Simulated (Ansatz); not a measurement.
```yaml
crystal:
  periodic: [false, false, false]
  atoms:
    - {symbol: S, position_ang: [-2.301981, 0.703844, -0.721499]}
    - {symbol: Si, position_ang: [-0.273865, 1.130048, -0.169413]}
    - {symbol: Sn, position_ang: [0.941848, -0.998608, 0.581008]}
    - {symbol: H, position_ang: [-1.983867, -0.254374, -1.608433]}
    - {symbol: H, position_ang: [0.463992, 1.791097, -1.280221]}
    - {symbol: H, position_ang: [-0.399459, 2.096559, 0.951454]}
    - {symbol: H, position_ang: [0.779429, -2.191489, -0.632489]}
    - {symbol: H, position_ang: [2.607780, -0.722591, 0.840958]}
    - {symbol: H, position_ang: [0.254724, -1.600787, 2.021436]}
basis:
  gaussian: {orbitals: def2-mTZVPP}
hamiltonian: {xc: {name: B3LYP5}}
accuracy: high
```

```sh
$ ansatz run in.yaml --threads 2 --pin off --events-out ev --progress --plain --max-ram 4352MiB
```

It prints (some lines left out):

```
Functional definition: B3LYP5
  name "B3LYP5"
  cite "Stephens, Devlin, Chabalowski & Frisch, J. Phys. Chem. 98, 11623 (1994) doi:10.1021/j100096a001"
  cite "Becke, Phys. Rev. A 38, 3098 (1988) doi:10.1103/PhysRevA.38.3098"
  cite "Lee, Yang & Parr, Phys. Rev. B 37, 785 (1988) doi:10.1103/PhysRevB.37.785"
  cite "Vosko, Wilk & Nusair, Can. J. Phys. 58, 1200 (1980) doi:10.1139/p80-159"
  parameter a0 = 0.2
  parameter ax = 0.72
  parameter ac = 0.81
  exchange = (1 - a0 - ax)*slater_x + ax*b88_x + a0*exact_x
  correlation = (1 - ac)*vwn5_c + ac*lyp_c
2574 factors; integrals over basis functions are off by at most 4.1e-9 eV
mean field evaluation 1: about -24639.1571 eV, gradient 1.6e1 eV
mean field evaluation 2: about -24639.4055 eV, gradient 1.5e1 eV
mean field evaluation 4: about -24639.9428 eV, gradient 5.1e-1 eV
mean field evaluation 8: about -24640.0428 eV, gradient 5.4e-2 eV
mean field evaluation 16: about -24640.0428 eV, gradient 7.8e-6 eV
mean field -24640.04283824 eV, -905.5048726845 hartree, gradient 2.9e-8 eV, S^2 0.000000; 0 other end points of the search recorded, 0 dependent functions left out
reference -24640.04288578 eV, -905.5048744315 hartree; 29, 29 occupied and 91, 91 virtual orbitals, 2574 factors
Total energy: -24640.04288578 eV, -905.5048744315 hartree
```

Hardware: 2 threads of an Arm Neoverse V1 on a shared host. Wall time 7.5 s, peak host memory 0.52 GiB.
